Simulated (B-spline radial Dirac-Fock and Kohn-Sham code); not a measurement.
## Elastic scattering of 100 eV electrons by the Er atom

The computed values come from a B-spline atomic structure program: relativistic (Dirac) partial waves in the static field of the Dirac-Fock atom with Furness-McCarthy exchange, without polarisation or absorption potentials. Below a few hundred eV the neglected polarisation potential matters, most of all at small angles.

```csv
θ (°),dσ/dΩ (a₀²/sr),Sherman function
0,207,0.000
1,205,0.000
2,200,0.001
3,193,0.001
5,171,0.002
7,144,0.003
10,102,0.005
15,49.9,0.011
20,22.1,0.020
25,9.23,0.031
30,3.52,0.037
40,0.602,-0.127
50,0.662,-0.218
60,0.602,-0.190
70,0.324,-0.167
80,0.149,-0.074
90,0.0895,0.017
100,0.0941,-0.064
110,0.180,-0.093
120,0.290,-0.073
130,0.281,-0.073
140,0.142,-0.134
150,0.0940,-0.203
160,0.334,-0.054
170,0.738,-0.015
180,0.940,0.000
```

The total elastic cross section is 36.7 a₀², the first transport cross section 4.08 a₀² and the second, weighted with (3/2) sin²θ, 6.27 a₀². The mean deflection is ⟨1 − cos θ⟩ = 0.111, and 3.5 % of the collisions scatter beyond 90°.

On this grid of angles the cross section has minima near 40°, 90°, 150°, from interference among the few low partial waves with large phase shifts.
